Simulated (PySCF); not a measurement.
# Computed records: CH$_{4}$Al$_{2}$F, B$_{2}$H$_{6}$NSi, AlFHO$_{2}$, AlB$_{3}$H$_{5}$ and others

Computed with PySCF 2.14.0. Calculation on a computer-drawn molecule: optimised geometry and harmonic frequencies of an isolated molecule of the commonest isotopes, restricted reference for singlets and unrestricted otherwise, frozen core in MP2.

Common to all runs: method HF.

```json
{"entry": 1, "formula": "CH4Al2F", "start_structure": {"atoms_angstrom": [["F", -1.9024, -0.1588, -0.3516], ["Al", -0.5648, 0.7499, -0.8592], ["C", 1.3394, 0.9368, -0.5514], ["Al", 1.5695, 2.3011, -1.9579], ["H", -1.0162, 1.7281, -2.0373], ["H", 1.8949, 0.4096, 0.2047], ["H", 1.3029, 3.7892, -1.7083], ["H", 1.8694, 1.9881, -3.43]]}, "given": {"charge": 0, "multiplicity": 2, "basis": "cc-pV(D+d)Z", "drawn_bonds_atom": [1, 2, 3, 2, 3, 4, 4], "drawn_bonds_other_atom": [2, 3, 4, 5, 6, 7, 8], "drawn_bonds_order": [1, 1, 1, 1, 1, 1, 1]}, "results": {"optimised_atom_element": ["F", "Al", "C", "Al", "H", "H", "H", "H"], "optimised_atom_x [angstrom]": [-1.487, -0.9566, 0.9355, 1.911, -2.06, 1.554, 1.115, 3.482], "optimised_atom_y [angstrom]": [-0.4718, 0.836, 1.014, 2.395, 1.844, 0.2092, 3.603, 2.314], "optimised_atom_z [angstrom]": [0.1163, -0.7543, -1.106, -2.078, -1.232, -0.6916, -2.716, -2.23], "modes_frequency [cm^-1]": [27.47, 77.12, 115.5, 229.2, 463.7, 472.9, 535.4, 638.5, 657.8, 720.7, 791.2, 845.6, 862.4, 1040, 1982, 1989, 2035, 3220], "modes_reduced_mass [dalton]": [2.522, 1.365, 4.138, 7.968, 1.14, 1.618, 1.36, 2.593, 1.335, 1.193, 3.684, 1.687, 1.932, 1.525, 1.059, 1.025, 1.043, 1.083], "rotational_constants [GHz]": [22.64, 1.503, 1.41], "total_energy [hartree]": -623.5140, "spin_squared": 0.7565, "convergence_status_largest_gradient_component [hartree/bohr]": 5.11e-06}}
{"entry": 2, "formula": "B2H6NSi", "start_structure": {"atoms_angstrom": [["B", -1.7391, -0.1189, 2.1393], ["N", -0.3672, -0.5536, 2.6196], ["Si", 1.0951, -0.6226, 1.7267], ["B", 1.3925, -0.1721, -0.0521], ["H", -1.7491, 0.2647, 1.0106], ["H", -2.5639, -0.089, 2.8141], ["H", -0.3845, -0.7788, 3.5519], ["H", 1.9671, -1.073, 2.8781], ["H", 2.4869, -0.3235, -0.5366], ["H", 0.5622, 0.1674, -0.7839]]}, "given": {"charge": 0, "multiplicity": 2, "basis": "cc-pV(D+d)Z", "drawn_bonds_atom": [1, 2, 3, 1, 1, 2, 3, 4, 4], "drawn_bonds_other_atom": [2, 3, 4, 5, 6, 7, 8, 9, 10], "drawn_bonds_order": [1, 1, 1, 1, 1, 1, 1, 1, 1]}, "results": {"optimised_atom_element": ["B", "N", "Si", "B", "H", "H", "H", "H", "H", "H"], "optimised_atom_x [angstrom]": [-1.693, -0.4329, 1.068, 1.415, -1.801, -2.639, -0.4029, 2.079, 2.543, 0.5645], "optimised_atom_y [angstrom]": [-0.1023, -0.5088, -0.6153, -0.1925, 0.2223, -0.08835, -0.77, -1.102, -0.3448, 0.2019], "optimised_atom_z [angstrom]": [2.131, 2.625, 1.768, -0.06885, 0.982, 2.87, 3.594, 2.727, -0.4464, -0.8123], "modes_frequency [cm^-1]": [89.47, 176.0, 245.5, 331.5, 343.2, 471.1, 645.4, 692.6, 824.2, 824.6, 839.8, 921.4, 1045, 1103, 1214, 1234, 1362, 1465, 2344, 2673, 2681, 2751, 2773, 3794], "modes_reduced_mass [dalton]": [1.991, 2.6, 1.198, 2.521, 1.51, 1.026, 2.013, 2.104, 2.218, 1.169, 1.24, 1.226, 1.507, 1.364, 1.69, 1.199, 1.298, 1.895, 1.042, 1.051, 1.054, 1.13, 1.127, 1.075], "rotational_constants [GHz]": [12.88, 3.751, 2.905], "total_energy [hartree]": -396.2477, "spin_squared": 0.7598, "convergence_status_largest_gradient_component [hartree/bohr]": 3.209e-05}}
{"entry": 3, "formula": "AlFHO2", "start_structure": {"atoms_angstrom": [["O", 0.7681, 0.6867, -2.3448], ["Al", -0.3018, 0.5158, -1.071], ["O", -1.9241, -0.2085, -1.1121], ["F", -0.1077, 0.8495, 0.6132], ["H", -2.2916, -0.4621, -1.8894]]}, "given": {"charge": -1, "multiplicity": 1, "basis": "aug-cc-pV(D+d)Z", "drawn_bonds_atom": [1, 2, 2, 3], "drawn_bonds_other_atom": [2, 3, 4, 5], "drawn_bonds_order": [1, 1, 1, 1]}, "results": {"optimised_atom_element": ["O", "Al", "O", "F", "H"], "optimised_atom_x [angstrom]": [0.6741, -0.3272, -1.936, -0.06604, -2.202], "optimised_atom_y [angstrom]": [0.6708, 0.4784, -0.1869, 0.8649, -0.4459], "optimised_atom_z [angstrom]": [-2.297, -1.044, -1.084, 0.57, -1.949], "modes_frequency [cm^-1]": [265.1, 300.8, 338.9, 454.0, 675.9, 769.7, 830.9, 1089, 4207], "modes_reduced_mass [dalton]": [5.899, 14.85, 5.72, 1.28, 8.226, 3.1, 1.909, 18.91, 1.066], "rotational_constants [GHz]": [7.363, 6.41, 3.427], "total_energy [hartree]": -491.8915, "convergence_status_largest_gradient_component [hartree/bohr]": 4.093e-05}}
{"entry": 4, "formula": "AlB3H5", "start_structure": {"atoms_angstrom": [["B", -0.6724, 0.3716, -1.5178], ["B", -1.1826, 0.7391, 0.0067], ["B", -0.8801, -0.2346, 1.1962], ["Al", 0.7532, -0.0634, 2.3418], ["H", -1.4595, -0.1432, -2.2278], ["H", 0.2928, 0.8888, -1.9268], ["H", -1.7344, 1.6979, -0.0521], ["H", -1.4904, -1.3229, 1.6066], ["H", 1.963, 0.1201, 3.3181]]}, "given": {"charge": 1, "multiplicity": 1, "basis": "cc-pV(D+d)Z", "drawn_bonds_atom": [1, 2, 3, 1, 1, 2, 3, 4], "drawn_bonds_other_atom": [2, 3, 4, 5, 6, 7, 8, 9], "drawn_bonds_order": [1, 1, 1, 1, 1, 1, 1, 1]}, "results": {"optimised_atom_element": ["B", "B", "B", "Al", "H", "H", "H", "H", "H"], "optimised_atom_x [angstrom]": [-0.717, -1.186, -0.9041, 0.8304, -1.451, 0.3439, -1.789, -1.609, 2.072], "optimised_atom_y [angstrom]": [0.434, 0.6497, -0.3336, -0.04113, -0.1058, 0.8362, 1.664, -1.221, 0.1702], "optimised_atom_z [angstrom]": [-1.669, -0.06506, 1.246, 2.505, -2.445, -2.059, 0.1911, 1.628, 3.414], "modes_frequency [cm^-1]": [91.66, 166.3, 207.4, 334.7, 399.4, 406.4, 493.5, 524.4, 617.1, 718.7, 783.0, 877.7, 936.3, 1007, 1123, 1245, 2121, 2652, 2687, 2754, 2774], "modes_reduced_mass [dalton]": [3.354, 1.85, 2.165, 1.242, 1.103, 1.386, 3.041, 1.315, 1.097, 2.01, 1.403, 1.742, 1.561, 1.746, 3.001, 1.211, 1.046, 1.086, 1.056, 1.092, 1.122], "rotational_constants [GHz]": [16.01, 2.218, 2.064], "total_energy [hartree]": -318.5419, "convergence_status_largest_gradient_component [hartree/bohr]": 2.831e-05}}
{"entry": 5, "formula": "C2H7B2", "start_structure": {"atoms_angstrom": [["B", -1.6148, 1.1195, -0.1773], ["C", -0.3114, 1.0549, -0.6035], ["C", 0.3684, -0.215, -1.2535], ["B", -0.1369, -0.7171, -2.5986], ["H", -2.8057, 1.118, 0.1771], ["H", -0.0928, 1.802, -1.3297], ["H", 0.3214, 1.3629, 0.264], ["H", 1.4182, -0.0209, -1.3069], ["H", 0.24, -1.0634, -0.4755], ["H", 0.3518, -1.7165, -3.0671], ["H", -0.9874, -0.1565, -3.1964]]}, "given": {"charge": 1, "multiplicity": 1, "basis": "cc-pVDZ", "drawn_bonds_atom": [1, 2, 3, 1, 2, 2, 3, 3, 4, 4], "drawn_bonds_other_atom": [2, 3, 4, 5, 6, 7, 8, 9, 10, 11], "drawn_bonds_order": [1, 1, 1, 1, 1, 1, 1, 1, 1, 1]}, "results": {"optimised_atom_element": ["B", "C", "C", "B", "H", "H", "H", "H", "H", "H", "H"], "optimised_atom_x [angstrom]": [-1.628, -0.1444, 0.4692, -0.2735, -2.8, 0.07186, 0.2531, 1.529, 0.4441, 0.2358, -1.407], "optimised_atom_y [angstrom]": [1.056, 1.072, -0.2052, -0.7347, 1.068, 1.969, 1.287, -0.01794, -1.035, -1.524, -0.3656], "optimised_atom_z [angstrom]": [-0.4534, -0.5463, -1.204, -2.498, -0.3615, -1.153, 0.4564, -1.383, -0.4854, -3.227, -2.713], "modes_frequency [cm^-1]": [87.26, 188.9, 245.0, 348.0, 502.8, 607.3, 772.3, 856.4, 902.3, 981.8, 1018, 1064, 1090, 1171, 1253, 1318, 1374, 1439, 1473, 1530, 2610, 2815, 2960, 3106, 3163, 3172, 3256], "modes_reduced_mass [dalton]": [2.221, 1.946, 1.071, 1.727, 1.19, 1.226, 1.916, 1.548, 1.496, 1.889, 2.206, 1.402, 1.809, 1.292, 1.408, 1.15, 1.396, 1.529, 1.172, 1.09, 1.073, 1.109, 1.113, 1.063, 1.08, 1.079, 1.092], "rotational_constants [GHz]": [14.07, 5.833, 4.497], "total_energy [hartree]": -128.8569, "convergence_status_largest_gradient_component [hartree/bohr]": 3.212e-05}}
{"entry": 6, "formula": "C2H5AlSi", "start_structure": {"atoms_angstrom": [["C", -2.2484, 0.4989, -1.555], ["Si", -1.5145, -0.9702, -2.1906], ["C", 0.2358, -1.1171, -2.6433], ["Al", 1.4948, -2.4175, -1.6008], ["H", -3.3611, 0.5849, -1.1822], ["H", -1.6932, 1.3435, -1.2279], ["H", -2.3127, -2.1409, -2.5914], ["H", 0.7301, -0.1766, -2.5712], ["H", 0.3517, -1.4135, -3.7429]]}, "given": {"charge": 0, "multiplicity": 1, "basis": "cc-pV(D+d)Z", "drawn_bonds_atom": [1, 2, 3, 1, 1, 2, 3, 3], "drawn_bonds_other_atom": [2, 3, 4, 5, 6, 7, 8, 9], "drawn_bonds_order": [2, 1, 1, 1, 1, 1, 1, 1]}, "results": {"optimised_atom_element": ["C", "Si", "C", "Al", "H", "H", "H", "H", "H"], "optimised_atom_x [angstrom]": [-2.175, -1.546, 0.2462, 1.324, -3.234, -1.573, -2.435, 0.7274, 0.3478], "optimised_atom_y [angstrom]": [0.3756, -0.8618, -1.137, -1.975, 0.4329, 1.19, -1.939, -0.163, -1.732], "optimised_atom_z [angstrom]": [-1.385, -2.358, -2.743, -1.245, -1.156, -0.9958, -2.838, -2.924, -3.66], "modes_frequency [cm^-1]": [33.82, 141.4, 245.4, 409.3, 474.5, 532.0, 673.9, 716.1, 739.5, 822.9, 912.9, 955.4, 986.4, 1082, 1462, 1499, 2339, 3127, 3191, 3290, 3377], "modes_reduced_mass [dalton]": [3.726, 3.052, 1.995, 1.764, 1.387, 3.447, 1.165, 1.079, 3.082, 1.174, 1.308, 1.43, 1.235, 2.946, 1.101, 1.223, 1.042, 1.06, 1.099, 1.057, 1.112], "rotational_constants [GHz]": [10.94, 2.161, 1.964], "total_energy [hartree]": -609.4325, "convergence_status_largest_gradient_component [hartree/bohr]": 3.424e-05}}
{"entry": 7, "formula": "AlBH5NSi", "start_structure": {"atoms_angstrom": [["Al", -1.2649, -1.1782, -2.3494], ["N", -0.2075, -0.0139, -1.4499], ["B", -0.6123, 1.1092, -0.7465], ["Si", 0.7132, 2.3664, 0.1427], ["H", 0.8597, -0.2268, -1.4065], ["H", -1.7904, 1.2325, -0.7378], ["H", 0.4549, 2.4291, 1.5875], ["H", 0.6747, 3.7388, -0.2992], ["H", 2.1432, 1.8686, 0.0074]]}, "given": {"charge": 0, "multiplicity": 1, "basis": "cc-pV(D+d)Z", "drawn_bonds_atom": [1, 2, 3, 2, 3, 4, 4, 4], "drawn_bonds_other_atom": [2, 3, 4, 5, 6, 7, 8, 9], "drawn_bonds_order": [1, 1, 1, 1, 1, 1, 1, 1]}, "results": {"optimised_atom_element": ["Al", "N", "B", "Si", "H", "H", "H", "H", "H"], "optimised_atom_x [angstrom]": [-1.457, -0.09498, -0.5129, 0.7231, 0.8914, -1.713, 0.3878, 0.5934, 2.153], "optimised_atom_y [angstrom]": [-1.07, -0.09213, 1.047, 2.355, -0.2819, 1.255, 2.431, 3.727, 1.954], "optimised_atom_z [angstrom]": [-2.256, -1.484, -0.781, 0.1922, -1.512, -0.7625, 1.639, -0.3666, 0.07951], "modes_frequency [cm^-1]": [93.35, 103.2, 110.2, 221.9, 503.0, 524.1, 684.2, 741.3, 770.8, 966.4, 993.8, 1025, 1029, 1105, 1262, 1416, 2266, 2276, 2286, 2553, 3776], "modes_reduced_mass [dalton]": [1.227, 5.587, 4.351, 3.904, 1.138, 1.785, 5.929, 2.073, 1.599, 1.16, 1.111, 1.035, 1.036, 1.19, 1.637, 3.136, 1.047, 1.05, 1.023, 1.087, 1.076], "rotational_constants [GHz]": [29.45, 1.468, 1.421], "total_energy [hartree]": -612.9459, "convergence_status_largest_gradient_component [hartree/bohr]": 2.341e-05}}
{"entry": 8, "formula": "CH4AlClN", "start_structure": {"atoms_angstrom": [["N", -0.1705, -0.6848, 1.2571], ["C", -0.8769, -0.473, 0.0716], ["Al", -0.0852, -0.7837, -1.648], ["Cl", -1.0109, -0.7059, -3.3987], ["H", 0.7745, -0.8706, 1.2191], ["H", -0.4916, -0.1743, 2.0315], ["H", -1.8746, -0.0792, 0.2487], ["H", 1.4672, -1.2223, -1.661]]}, "given": {"charge": 0, "multiplicity": 2, "basis": "cc-pV(D+d)Z", "drawn_bonds_atom": [1, 2, 3, 1, 1, 2, 3], "drawn_bonds_other_atom": [2, 3, 4, 5, 6, 7, 8], "drawn_bonds_order": [1, 1, 1, 1, 1, 1, 1]}, "results": {"optimised_atom_element": ["N", "C", "Al", "Cl", "H", "H", "H", "H"], "optimised_atom_x [angstrom]": [-0.2109, -0.7826, 0.01624, -1.166, 0.7857, -0.5966, -1.818, 1.504], "optimised_atom_y [angstrom]": [-0.6769, -0.4825, -0.8527, -0.5787, -0.7474, -0.1733, -0.1563, -1.326], "optimised_atom_z [angstrom]": [1.302, 0.05952, -1.626, -3.368, 1.35, 2.076, 0.1286, -1.802], "modes_frequency [cm^-1]": [122.1, 127.7, 289.8, 331.4, 494.9, 520.7, 540.5, 700.4, 712.4, 736.2, 1160, 1331, 1509, 1787, 2024, 3282, 3773, 3883], "modes_reduced_mass [dalton]": [4.473, 3.233, 4.683, 1.237, 1.306, 7.183, 1.372, 1.523, 2.171, 1.181, 1.081, 2.812, 1.649, 1.146, 1.043, 1.085, 1.048, 1.1], "rotational_constants [GHz]": [19.8, 1.717, 1.582], "total_energy [hartree]": -796.1170, "spin_squared": 0.7587, "convergence_status_largest_gradient_component [hartree/bohr]": 1.838e-05}}
```
